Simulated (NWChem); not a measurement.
**Correlation energy of FNa**

SMILES: [Na][F]
```xyz
2

Na     0.0000     0.0000    -0.8497
F      0.0000     0.0000     1.0385
```
Charge 0, spin multiplicity 1.

All runs are NWChem calculations. The geometry was optimised at PBE0/def2-SVP, a minimum by its harmonic frequencies.

Basis set: cc-pVQZ. Each correlation energy counts from its own Hartree-Fock reference.

The correlated methods keep 2 core orbitals frozen. The structure started from a generated list of species. Coupled-cluster values serve here as a point of comparison, not as the truth.

Question: For the correlation energy, MP2 gives -318.3 mHa and SCS-MP2 gives -311.7 mHa. What do CCSD, CR-CCSD[T], CR-CCSD(T) give?

Answer: CCSD: -314.0 mHa; CR-CCSD[T]: -323.2 mHa; CR-CCSD(T): -322.5 mHa.
